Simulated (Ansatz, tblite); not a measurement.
Isomers of Sn₂Se⁺ (doublet), found by a short tight-binding search and relaxed with r2SCAN-D4/def2-TZVP in Ansatz.

In the def2 sets Sn takes a core potential; there is no spin–orbit coupling. The xTB rows come from tblite. Correlated methods freeze 17 core orbitals; core or outer-core shells of Sn, Se are correlated, in sets that lack core-valence functions.

Run but left out: MP2/def2-SVP (B: ⟨S²⟩ 0.97, where a pure state has 0.75).

B: At CCSD(T)/def2-SVP, HF/def2-TZVP the charge 1 doublet is spin-contaminated (final ⟨S²⟩ up to 0.98, 0.75 for a pure state).

Other spin states were run for one of them alone.

A:

```xyz
3

Sn    1.361   -0.753    0.728
Sn   -1.569   -0.526   -0.457
Se    0.208    1.279   -0.271
```

B:

```tsv
atom	x (Å)	y (Å)	z (Å)
Sn1	0.3530	1.8613	-1.3320
Sn2	0.1477	-2.0982	0.9689
Se3	-0.5007	0.2370	0.3631
```

Estimate which lies lowest at each level, and how far above it the others are (eV).


```
              level     A     B
           GFN1-xTB  0.00  0.76
           GFN2-xTB  0.00  0.21
        HF/def2-SVP  0.00  0.56
       HF/def2-TZVP  0.00  0.61
   PBE-D4/def2-TZVP  0.00  0.60
r2SCAN-D4/def2-TZVP  0.00  0.62
  PBE0-D4/def2-TZVP  0.00  0.68
  ωB97X-V/def2-TZVP  0.00  0.80
      CCSD/def2-SVP  0.00  0.65
   CCSD(T)/def2-SVP  0.00  0.66
```
Point groups (tolerance 0.1 Å): A C2v, B C2v. Lower isomers may exist.
